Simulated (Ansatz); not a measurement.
`C=C[SiH](F)OC` + H₂S → `CO[SiH](F)S` + `C=C`  (ligand exchange at the Si–C bond)

Gas-phase electronic energies from Ansatz, PBE0-D4/def2-TZVP geometries. CCSD(T)/CBS is the MP2 limit (def2-TZVPP, def2-QZVPP) plus CCSD(T) − MP2 in def2-TZVPP, frozen cores. This one scheme is used for every species. Functionals use def2-TZVPP. B3LYP here is the variant with VWN-RPA as its local correlation; programs differ in this. One conformer a species, not always the lowest.

`C=C[SiH](F)OC`:

Cartesian coordinates in Å:
```
C -1.910 0.242 0.501
C -1.348 -0.820 -0.072
Si 0.191 -0.700 -1.092
F 1.029 -2.038 -0.827
O 1.072 0.610 -0.705
C 1.665 0.865 0.551
H -2.825 0.173 1.083
H -1.477 1.235 0.409
H -1.829 -1.789 0.051
H -0.053 -0.612 -2.546
H 2.578 0.275 0.673
H 1.923 1.924 0.597
H 0.985 0.633 1.377
```

H₂S:

```xyz
3

S    -0.208   -0.381    0.442
H     0.922   -0.321   -0.278
H    -0.715    0.703   -0.164
```

`CO[SiH](F)S`:

```xyz
10

C    -1.538   -0.383   -0.424
O    -0.358    0.398   -0.381
Si    1.073   -0.131    0.173
F     0.834   -0.772    1.616
S     2.408    1.499    0.242
H    -2.336    0.238   -0.830
H    -1.410   -1.257   -1.072
H    -1.825   -0.721    0.576
H     1.672   -1.197   -0.657
H     1.480    2.325    0.758
```

`C=C`:

Z-matrix (Å, degrees):
```
C
C 1 1.323
H 1 1.085 2 121.7
H 1 1.085 2 121.7 3 -180.0
H 2 1.085 1 121.7 3 -0.0
H 2 1.085 1 121.7 3 -180.0
```

| level | ΔE (kcal/mol) | difference from CCSD(T)/CBS |
| --- | --- | --- |
| r2SCAN-D4 | -13.7 | -0.7 |
| PBE0-D4 | -13.4 | -0.4 |
| B3LYP-D4 | -12.6 | 0.4 |
| HF/def2-TZVPP | -13.4 | -0.4 |
| MP2/def2-TZVPP | -12.9 | 0.1 |
| SCS-MP2/def2-TZVPP | -12.6 | 0.4 |
| CCSD/def2-TZVPP | -12.3 | 0.7 |
| MP2/def2-QZVPP | -13.3 | -0.3 |
| SCS-MP2/def2-QZVPP | -13.0 | 0.0 |
| MP2/CBS(def2) | -13.6 | -0.6 |
| CCSD(T)/CBS | -13.0 | 0 |

Largest T1 diagnostic among the species: 0.012.

The D4 term adds +0.9 kcal/mol with B3LYP and +0.6 kcal/mol with PBE0; it sums over pairs of atoms, weighted by their polarisabilities, and B3LYP, whose exchange is more repulsive, gets the larger term.
